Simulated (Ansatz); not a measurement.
Nb₄ (the lowest singlet isomer of a short search) was relaxed with B3LYP-D4 (def2-SVP) in Ansatz in these states: neutral quintet, neutral singlet, neutral triplet. The geometries follow in no particular order.

In the def2 sets Nb takes a core potential; there is no spin–orbit coupling.

A:

```xyz
4

Nb   -0.1070   -1.0016    1.2021
Nb   -1.4648    0.5526   -0.0933
Nb    0.8467    1.3198   -0.0244
Nb    0.7251   -0.8708   -1.0844
```

B:

```xyz
4

Nb   -1.0917    0.1879   -0.9849
Nb    0.0550   -1.5994    0.2558
Nb    1.3642    0.3564   -0.4567
Nb   -0.3275    1.0551    1.1858
```

C:

```csv
atom,x (Å),y (Å),z (Å)
Nb1,-0.688,-1.280,-0.487
Nb2,0.943,-0.336,1.161
Nb3,0.805,0.616,-1.150
Nb4,-1.060,1.000,0.476
```

Q: Judge from the bond lengths which geometry belongs to which state (an estimate).

A: A is the neutral quintet (Nb2–Nb4 2.794 Å, Nb1–Nb3 2.793 Å, Nb2–Nb3 2.436 Å); B is the neutral triplet (Nb2–Nb4 2.838 Å, Nb1–Nb3 2.518 Å, Nb2–Nb3 2.459 Å); C is the neutral singlet (Nb2–Nb4 2.503 Å, Nb1–Nb3 2.503 Å, Nb2–Nb3 2.503 Å).

At PBE0-D4/def2-TZVP a singlet lies 0.67 eV below the neutral quintet. At PBE0-D4/def2-TZVP a singlet lies 0.29 eV below the neutral triplet. These are the stationary points nearest to one start from a short search; other shapes may lie lower in each state.
